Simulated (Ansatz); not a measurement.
The cluster Ta2O7H4⁺. The state is a doublet with charge 1. Geometry PBE-D4/def2-SVP, that of the neutral singlet; atoms count from 1.

```csv
atom,x (Å),y (Å),z (Å)
Ta1,1.408,-0.098,0.347
Ta2,-1.737,0.276,0.603
O3,1.384,-1.790,-0.090
O4,-0.087,-0.012,1.593
O5,3.090,0.381,1.134
O6,0.291,1.334,-0.650
O7,-1.603,-0.454,-1.219
O8,-3.019,-0.586,1.396
O9,0.834,0.468,-1.727
H10,3.865,-0.170,1.345
H11,-0.008,-0.067,-1.924
H12,-2.326,1.966,0.703
H13,-2.092,-1.248,-1.511
```

In the def2 sets Ta takes a core potential; there is no spin–orbit coupling. The structure holds one bond between oxygen atoms, so isomers without such links may lie far lower. The structure comes from a short search, and lower isomers may exist.

Estimate the Mulliken populations from the PBE0/def2-TZVP orbitals of Ansatz.


```csv
atom,charge (e),spin (α − β),d electrons
Ta1,1.47,-0.18,2.60
Ta2,1.29,-0.10,2.59
O3,-0.33,0.45,–
O4,-0.51,0.24,–
O5,-0.57,0.01,–
O6,-0.30,0.17,–
O7,-0.70,0.01,–
O8,-0.34,0.28,–
O9,-0.19,0.09,–
H10,0.39,0.00,–
H11,0.42,0.00,–
H12,-0.04,0.01,–
H13,0.40,0.00,–
```
Mulliken values and Mayer orders depend strongly on the basis.

Where does the spin sit?

Summed by element: Ta -0.28, O 1.26, H 0.01, of 1 unpaired in all. Largest on single atoms: O3 0.45, O8 0.28, O4 0.24.

And the Mayer bond orders between bonded heavy atoms (over 0.3)?

Ta1–O3 1.85 (1.75 Å); Ta1–O4 1.03 (1.95 Å); Ta1–O5 1.24 (1.92 Å); Ta1–O6 0.67 (2.07 Å); Ta1–O9 0.43 (2.23 Å); Ta2–O4 0.94 (1.95 Å); Ta2–O7 0.99 (1.97 Å); Ta2–O8 2.06 (1.74 Å); O6–O9 0.89 (1.49 Å).
